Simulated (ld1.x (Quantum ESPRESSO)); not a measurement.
Which setting gave this result? (H, TM)

Base potential:

hydrogen (H), norm-conserving Troullier–Martins (Kleinman–Bylander form), made with ld1.x (Quantum ESPRESSO) 7.5 (revPBE, scalar-relativistic). Core none, reference 1s1. Waves: 1s (bound): rc 1.10 bohr. Local part: the s channel. Core correction: none.

Cutoffs, loose and tight: the cutoffs (Ry, on a coarse ladder) from which the occupation-weighted sum of valence levels, in a spherical-Bessel basis at the reference potential, stays within 10 and 1 mRy of its value at 400 Ry. They do not see the model core or the augmentation charge, which bear on the density cutoff. Test errors are all-electron minus pseudo excitation energies from the reference, over the configurations 1s0.5; variants that change the core or the reference have their own tests.

Only the s radius is moved:

```csv
s radius (bohr),"cutoff, loose","cutoff, tight",bound ghosts
0.7,35 Ry,80 Ry,none
0.9,30 Ry,55 Ry,none
1,25 Ry,50 Ry,none
1.16,21 Ry,40 Ry,none
1.52,18 Ry,30 Ry,none
1.64,15 Ry,25 Ry,none
```

Problem. One more run gave cutoff, loose: 18 Ry; cutoff, tight: 35 Ry; bound ghosts: none. Which value of the s radius was used?

Solution. 1.36 bohr. The tight cutoff moves one way along this sweep, from 80 Ry at 0.7 to 25 Ry at 1.64 bohr, which places the run between 1.16 and 1.52 bohr.
